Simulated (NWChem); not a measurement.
Molecule: CBr3Cl; SMILES BrC(Cl)(Br)Br

Results from NWChem. This build's default masses of Se (78.918 u) and Br (79.917 u) are each other's, which moves their modes by up to 0.6 %. The level has its own optimisation; frequencies are unscaled.

Task: Predict the results for PBE/def2-SVP. Quantities: r C–Cl (Å); r Br–C (Å); highest harmonic frequency (cm⁻¹); lowest (cm⁻¹); zero-point energy (kcal/mol); dipole (D).

Result: The r C–Cl (Å) is 1.774. The r Br–C (Å) is 1.963 and the highest harmonic frequency (cm⁻¹) is 709. The lowest (cm⁻¹) comes out as 135, the zero-point energy (kcal/mol) comes out as 4.5 and the dipole (D) comes out as 0.01.
